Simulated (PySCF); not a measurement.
Correlation energy of F (fluorine, neutral)

[He] 2s2 2p5, 2P determinant. Computed with PySCF 2.14 in x2c-TZVPall, with the spin-free X2C one-electron Hamiltonian (Gaussian nucleus). Frozen: 1s2; 7 electrons correlated.

MP2 pair energies summed by pair of shells (mhartree):

```
 pair   energy  share (%)
2p-2p  -121.97       61.6
2s-2p   -66.10       33.4
2s-2s    -9.92        5.0
```

Total MP2 correlation energy: -197.99 mhartree.

Same-spin part -47.94 and opposite-spin part -150.05 mhartree; SCS-MP2 scales them by 1/3 and 6/5 to -196.04 mhartree.

```
  level  correlation energy (mhartree)
   CCSD                        -210.00
    (T)                          -3.44
CCSD(T)                        -213.44
```

Diagnostics: T1 = 0.0062, D1 = 0.0108, largest double amplitude 0.036.

Cost of the coupled-cluster step: 0.26 s of wall time on 1 thread of AMD EPYC 9R45 96-Core Processor (shared host), for 7 correlated electrons.
